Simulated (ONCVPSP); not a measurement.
# Before and after: ONCV potential for Sn

ONCVPSP 4.0.1 input, shortened (lines: element, Z, core and valence counts, functional; n l f; lmax; l rc ep ncon nbas qcut; lloc lpopt rc5 dvloc0; l nproj debl; icmod fcfact rcfact), BLYP, scalar-relativistic:

```
  Sn 50.00    8    3  -106131      upf
    1    0    2.00
    2    0    2.00
    2    1    6.00
    3    0    2.00
    3    1    6.00
    3    2   10.00
    4    0    2.00
    4    1    6.00
    4    2   10.00
    5    0    2.00
    5    1    2.00
    2
    0    1.80    0.00    3    7    2.90
    1    2.70    0.00    3    6    2.60
    2    1.45    0.00    4    8    9.20
    4    5    1.15    2.00
    0    1    2.70
    1    2    3.00
    2    1    1.30
    0    0.00    0.00
```

Change: all radii scaled by about 1.16 (s 2.08, p 3.12, d 1.68 bohr); local potential polynomial inside 1.32 bohr (lpopt 5, dvloc0 2 Ha).

Cutoffs: the cutoffs (Ha) at which the residual kinetic energy of the hardest occupied pseudo-wave falls to 1 and 0.1 mHa per electron; they do not see the model core or the augmentation charge, which bear on the density cutoff. Errors are all-electron minus pseudo energies relative to the spin-unpolarised reference configuration.

Problem. What does the change do?

Solution. The potential gets softer (36 Ha and 41 Ha → 32 Ha and 37 Ha); both files keep a bound ghost (s); of the 4 tests that both files solve, the error grows in 3 and shrinks in 1 by more than 15 % and 0.3 meV (median size 9.7 → 38.0 meV). A larger radius leaves more room for a smooth pseudo-wave, so fewer plane waves are needed.

| quantity | base | changed |
| --- | --- | --- |
| cutoff, loose | 36 Ha | 32 Ha |
| cutoff, tight | 41 Ha | 37 Ha |
| loose cutoff by channel | s 14 Ha, p 1.9 Ha, d 36 Ha | s 13 Ha, p 1.8 Ha, d 32 Ha |
| bound ghosts | s | s |
| GHOST(+) flags under 300 eV | p at 49.2 eV | p at 80.4 eV |
| error for 4d10 5s2 5p1, meV [ΔE 6.80 eV] | -1.0 | -4.0 |
| error for 4d10 5s2 5p0, meV [ΔE 20.78 eV] | -10 | -35 |
| error for 4d10 5s1 5p0, meV [ΔE 51.87 eV] | -8.9 | -70 |
| error for 4d9 5s2 5p3, meV [ΔE 24.36 eV] | -94 | -41 |

 A true bound ghost makes a file unfit for plane-wave use even where its test errors are small: the radial tests pick states by their node count and pass the ghost by.
